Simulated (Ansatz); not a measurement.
A CCSD(T) single point on H4Se2Sn, SMILES `[SeH][SnH2][SeH]`.

```yaml
crystal:
  periodic: [false, false, false]
  atoms:
    - {symbol: Se, position_ang: [-2.141588, -0.493210, -0.579724]}
    - {symbol: Sn, position_ang: [-0.085798, 0.460465, 0.546598]}
    - {symbol: Se, position_ang: [1.780143, -1.232778, 0.781984]}
    - {symbol: H, position_ang: [-1.539957, -0.331154, -1.909724]}
    - {symbol: H, position_ang: [0.475914, 1.779170, -0.374673]}
    - {symbol: H, position_ang: [-0.551348, 0.868115, 2.131114]}
    - {symbol: H, position_ang: [2.123934, -1.118708, -0.641377]}
basis:
  gaussian: {orbitals: def2-SVP}
correlation: {method: ccsd_t}
```

```sh
$ ansatz run in.yaml --threads 4 --pin off --events-out ev --progress --plain --max-ram 10444MiB
```

The program prints (abridged):

```
Functional definition: HF
1164 factors; integrals over basis functions are off by at most 1.2e-3 eV
mean field evaluation 1: about -136458.7010 eV, gradient 1.6e1 eV
mean field evaluation 2: about -136458.7473 eV, gradient 1.6e1 eV
mean field evaluation 4: about -136459.9520 eV, gradient 2.1e0 eV
mean field evaluation 8: about -136459.9741 eV, gradient 1.4e-1 eV
mean field -136459.97425436 eV, -5014.8115579549 hartree, gradient 2.5e-6 eV, S^2 0.000000; 0 other end points of the search recorded, 0 dependent functions left out
22 core orbitals not correlated: weight in the atoms' cores, before any rotation towards them, 1.000 or more for the frozen orbitals, at most 0.000 for the correlated occupied ones
reference -136459.97425436 eV, -5014.8115579549 hartree; 25, 25 occupied and 63, 63 virtual orbitals, 1164 factors
second order -16.02675711 eV of doubles, -0.00000000 eV of singles
cycle   1  -16.26816647 eV  change   -2.4e-1 eV  update   8.7e-2
cycle   2  -16.75627343 eV  change   -4.9e-1 eV  update   2.7e-2
cycle   3  -16.78405397 eV  change   -2.8e-2 eV  update   1.0e-2
cycle   4  -16.77833908 eV  change    5.7e-3 eV  update   2.5e-3
cycle   5  -16.77935135 eV  change   -1.0e-3 eV  update   9.8e-4
cycle   6  -16.77858083 eV  change    7.7e-4 eV  update   3.0e-4
cycle   7  -16.77848344 eV  change    9.7e-5 eV  update   1.0e-4
cycle   8  -16.77853202 eV  change   -4.9e-5 eV  update   3.3e-5
perturbative correction -0.45127225 eV, -0.0165839492 hartree
Total energy: -136477.20405862 eV, -5015.4447415827 hartree
```

Hardware: 4 threads of an Arm Neoverse V2 on a shared host. Wall time 7 s, peak host memory 0.53 GiB.

Correlation energy per correlated electron: -0.345 eV. T1 diagnostic: 0.0078.
